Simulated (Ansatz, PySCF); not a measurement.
Complex: N2 (SMILES N#N) (first 2 atoms) with PH3 (SMILES P); geometry from B3LYP-D3(BJ)/def2-TZVP.
(charge 0, multiplicity 1):
```xyz
6

N      0.647    -0.211    -0.511
N     -0.335     0.264    -0.488
P      0.025     0.108     3.546
H      1.120     0.633     2.813
H      0.016    -1.111     2.820
H     -0.939     0.714     2.700
```

Basis-set superposition error: the interaction energy with monomers in their own basis, and in the dimer's basis (counterpoise).

Programs: Ansatz (an electronic-structure program) with Gaussian orbitals; PySCF for 6-31G* rows, M06-2X. Values without a source in brackets are computed.

```csv
level,uncorrected (kcal/mol),counterpoise (kcal/mol),difference
HF/aug-cc-pV(T+d)Z,0.46,0.51,0.05
revPBE/def2-TZVPPD,0.47,0.54,0.07
B3LYP/def2-TZVPPD,0.43,0.48,0.05
M06-2X/def2-TZVPPD,-0.35,-0.30,0.05
wB97M-V/def2-TZVPPD,-0.45,-0.38,0.07
MP2/6-31G*,-0.29,0.13,0.42
MP2/aug-cc-pV(T+d)Z,-0.66,-0.45,0.21
SCS-MP2/aug-cc-pV(T+d)Z,-0.47,-0.25,0.22
CCSD/aug-cc-pV(D+d)Z,-0.48,-0.13,0.35
CCSD(T)/aug-cc-pV(D+d)Z,-0.62,-0.24,0.38
```

The error is largest for MP2/6-31G* (0.42 kcal/mol) and smallest for M06-2X/def2-TZVPPD (0.05 kcal/mol).
